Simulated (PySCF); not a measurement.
C7H15FO.
SMILES with atom numbers: `[CH3:1][CH:2]([CH3:3])[O:4][C:5]([CH3:6])([CH3:7])[CH2:8][F:9]` (hydrogens: H10, H11, H12 on C1; H13 on C2; H14, H15, H16 on C3; H17, H18, H19 on C6; H20, H21, H22 on C7; H23, H24 on C8)

Method used: PySCF, PBE0-D3(BJ)/def2-SVP geometry optimisation, gas phase.

Q: List the bond lengths, angles and torsions at this level.

A: 
```tsv
bond	length (Å)
C1–C2, C2–C3	1.519
C2–O4	1.418
O4–C5	1.416
C5–C6, C5–C7	1.523
C5–C8	1.531
C8–F9	1.375
C1–H10 and 5 like bonds	1.100
C2–H13	1.106
C6–H17 and 5 like bonds	1.099
C8–H23, C8–H24	1.103
```

Bonds in one row agree within 0.01 Å and their mean is given. A selection of angles:
```tsv
angle	degrees
C1–C2–C3	112.4
C1–C2–O4	107.9
C3–C2–O4	109.2
C2–O4–C5	120.1
O4–C5–C6	105.0
O4–C5–C7	113.5
O4–C5–C8	108.0
C6–C5–C7	110.2
C6–C5–C8	109.4
C5–C8–F9	110.7
```

Torsions: C1–C2–O4–C5 -127° (anticlinal); C2–O4–C5–C6 -172° (antiperiplanar); O4–C5–C8–F9 178° (antiperiplanar). The mirror-image conformer, all signs reversed, is as good.

Of the pairs four or more bonds apart, H13···H21 is among the closest relative to their van der Waals radii: 2.11 Å, 88 % of the sum of Bondi's values.

Point group: C1 (no symmetry element, even within 0.4 Å). Whether it is a minimum is left open (no frequencies). The numbers are those of one conformer.

On one thread of an Arm Neoverse N1 (shared host), this took 4.2 min of wall time. These figures are those of the optimisation.
